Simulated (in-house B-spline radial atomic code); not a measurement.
## HSE06 excitations of the calcium ion Ca⁸⁺

Method: HSE06. Computed with a B-spline radial code for spherical atoms: linear response of the closed shell [Ne] 3s2 with the functional's adiabatic kernel; non-relativistic, point nucleus, no spin-orbit coupling, no double excitations, S, P, D and F terms only.

Command:
```bash
python run_td.py task.json out
```
Settings (radii: box in bohr, nucleus in fm):
```
Z                        20
electrons                12
configuration            [Ne] 3s2
hamiltonian              nr
method                   hse06
box_radius               11.59
intervals                50
```

Cost of the run: 0.6 s on 1 thread of Arm Neoverse N1, on a shared host.

The lowest states, in the order of their Tamm-Dancoff energies; the method's threshold (minus the highest occupied level) is 179.80 eV. Labels give the largest channel, * marks a mixed state, and oscillator strengths are full-response dipole values. Semilocal kernels can invert the small singlet-triplet splittings of Rydberg terms. Energies in eV:

```tsv
state	full response	Tamm-Dancoff	oscillator strength
3s → 3p 3P	16.617	17.060	-
3s → 3p 1P	25.993	26.824	1.01
3s → 3d 3D	47.66	47.79	-
3s → 3d 1D	51.77	51.79	-
3s → 4s 3S	93.12	93.13	-
3s → 4s 1S	95.03	95.06	-
3s → 4p 3P	100.99	101.00	-
3s → 4p 1P	101.65	101.68	0.279
3s → 4d 3D	111.72	111.73	-
3s → 4d 1D	111.99	111.99	-
3s → 4f 3F	?	?	-
3s → 4f 1F	?	?	-
3s → 5s 3S	130.16	130.16	-
3s → 5s 1S	130.72	130.73	-
3s → 5p 3P	133.77	133.77	-
3s → 5p 1P	133.95	133.95	0.094
```

**Question.** Where does 3s → 4f 1F lie?

**Answer.** At 116.23 eV in full response, 116.23 eV in Tamm-Dancoff.

**Question.** Where does 3s → 4f 3F lie?

**Answer.** At 115.47 eV in full response, 115.49 eV in Tamm-Dancoff.

**Question.** How large is the singlet-triplet splitting of 3s → 3p (P terms) in Tamm-Dancoff?

**Answer.** 9.76 eV, from the unrounded values.

**Question.** What polarisabilities and dispersion coefficient does the method give?

**Answer.** Dipole 1.161 bohr³, quadrupole 0.6526 bohr⁵, C6 1.044 hartree·bohr⁶ for two such species.
